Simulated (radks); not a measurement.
Question: The table gives one normalised radial function P(r) = r R(r) of Ta52+ in [Ar] 3d3 (r in bohr). Calculated with a radial shooting solver on a logarithmic mesh with Libxc functionals: scalar-relativistic Kohn-Sham, r2SCAN, spin-polarised, spherical densities, finite nucleus; open shells are filled with parallel spins first (spin-orbit coupling, left out, can overturn this in heavy ions); meta-GGA in the generalised Kohn-Sham scheme; Fermi nuclear charge, rms radius 5.3507 fm.

r	P
0.001319	0.3929
0.001475	0.4263
0.001637	0.4593
0.001831	0.4967
0.002031	0.5331
0.002272	0.5741
0.002521	0.6135
0.00282	0.6571
0.003129	0.6982
0.0035	0.7426
0.003883	0.7833
0.004343	0.8255
0.004819	0.8624
0.00539	0.8980
0.005981	0.9261
0.00669	0.9488
0.007483	0.9617
0.008303	0.9627
0.009287	0.9491
0.01031	0.9204
0.01153	0.8694
0.01279	0.8006
0.01431	0.7011
0.01587	0.5831
0.01775	0.4271
0.0197	0.2554
0.02204	0.0431
0.02445	-0.1762
0.02735	-0.4299
0.03035	-0.6732
0.03394	-0.9310
0.03766	-1.1521
0.04212	-1.3515
0.04674	-1.4820
0.05228	-1.5421
0.05801	-1.5051
0.06489	-1.3499
0.07258	-1.0668
0.08053	-0.6920
0.09007	-0.1841
0.09995	0.3573
0.1118	0.9710
0.124	1.5196
0.1387	2.0292
0.154	2.3782
0.1722	2.5803
0.1911	2.5912
0.2137	2.4224
0.2371	2.1300
0.2652	1.7242
0.2943	1.3198
0.3292	0.9120
0.3653	0.5961
0.4086	0.3423
0.4533	0.1854
0.5071	0.0853
0.5626	0.0368
0.6293	0.0129

Which n and l does it have? It may be an empty orbital.

Answer: n = 3, l = 0: the number of nodes gives n - l - 1 = 2, the rise at small r (about r^(l+1), flatter next to the nucleus through relativity) gives l, and the extent must fit the shell. The curve is that of 3s down; the table hardly tells the two spins apart. 3s down: eigenvalue -5621.7 eV, 2 radial nodes at r = 0.0225, 0.0934 bohr, <r> = 0.194 bohr, 90 % of the charge inside 0.283 bohr.
